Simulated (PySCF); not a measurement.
Compound: C11H12.
SMILES with atom numbers: `[CH2:1]=[C:2]1[CH2:3][CH2:4][C@H:5]1[c:6]1[cH:7][cH:8][cH:9][cH:10][cH:11]1`

Probes without a nucleus sit at each ring's centroid and 1 Å off its mean plane on both sides; NICS is minus the shielding there, NICSzz its component along the normal. Level: GIAO CAM-B3LYP/pcSseg-1 (PySCF, non-relativistic, gas phase) on the PBE0-D3(BJ)/def2-SVP geometry, one conformer.

Ring bond lengths (Å): C2–C3 1.511, C3–C4 1.546, C4–C5 1.557, C5–C2 1.520; C6–C7 1.399, C7–C8 1.394, C8–C9 1.393, C9–C10 1.395, C10–C11 1.392, C11–C6 1.401.

**Question.** What do the NICS probes read (ppm)?

**Answer.** 
```
               ring                                              type  NICS(0)  NICS(1), two faces  NICS(1)zz, two faces  rms pucker (Å)  centre to ring atoms, mean (Å)
        C2–C3–C4–C5    4-membered carbocycle; formal bonds all single      1.0         -1.4 / -1.0             0.9 / 1.1            0.11                            1.08
C6–C7–C8–C9–C10–C11  6-membered carbocycle; formal bonds all aromatic     -8.5       -11.3 / -11.2         -28.4 / -28.1            0.00                            1.40
```

**Question.** What do they say, and how far can they be read as aromaticity?

**Answer.** 
- C2–C3–C4–C5: mean NICS(1)zz 1.0 ppm, near zero. C3, C4, C5 have four or more neighbours, and the NICS criterion for π rings isn't applied. A hydrogen on C5, outside the ring, lies only 1.40 Å from a NICS(1) probe, which then mostly feels that atom.
- C6–C7–C8–C9–C10–C11: mean NICS(1)zz -28.2 ppm, shielded. For a flat ring without four-coordinate atoms the NICS criterion counts such a value as aromatic.

**Question.** How equal are the bonds by HOMA? HOMA = 1 − mean of α(R − Ropt)² over the ring bonds, with Krygowski's 1993 parameters (CC: Ropt 1.388 Å, α 257.7 Å⁻²).

**Answer.** 
- C6–C7–C8–C9–C10–C11: HOMA 0.98 = 1 − EN − GEO, with mean bond length 1.396 Å, EN = α(Ropt − mean)² = 0.016 and GEO = α × variance = 0.003. The geometric and the magnetic index point the same way.

**Question.** How do the values depend on the level or the medium?

**Answer.** 
| level | NICS(0), C2–C3–C4–C5 | mean NICS(1)zz, C2–C3–C4–C5 | NICS(0), C6–C7–C8–C9–C10–C11 | mean NICS(1)zz, C6–C7–C8–C9–C10–C11 |
| --- | --- | --- | --- | --- |
| CAM-B3LYP/pcSseg-1, gas | 1.0 | 1.0 | -8.5 | -28.2 |
| PBE0/pcSseg-1, gas | 0.7 | 1.1 | -8.5 | -28.2 |
| PBE0/pcSseg-1, IEF-PCM chloroform | 0.8 | 1.1 | -8.4 | -28.2 |
| PBE0/pcSseg-1, IEF-PCM cyclohexane | 0.7 | 1.1 | -8.4 | -28.2 |

The geometry is the same throughout; the continuum's cavity takes Bondi-type radii × 1.2.

On an Intel Xeon Platinum 8259CL at 2.50 GHz with 2 threads, on a shared host, this took 57 s wall, 2.1 min CPU and 2.1 GiB of memory at its peak. This is the whole shielding run at CAM-B3LYP/pcSseg-1, SCF included.

Shape of the structure used: `[CH2:1]=[C:2]1[CH2:3][CH2:4][C@H:5]1[c:6]1[cH:7][cH:8][cH:9][cH:10][cH:11]1`: C4–C5–C6–C7 -113°.
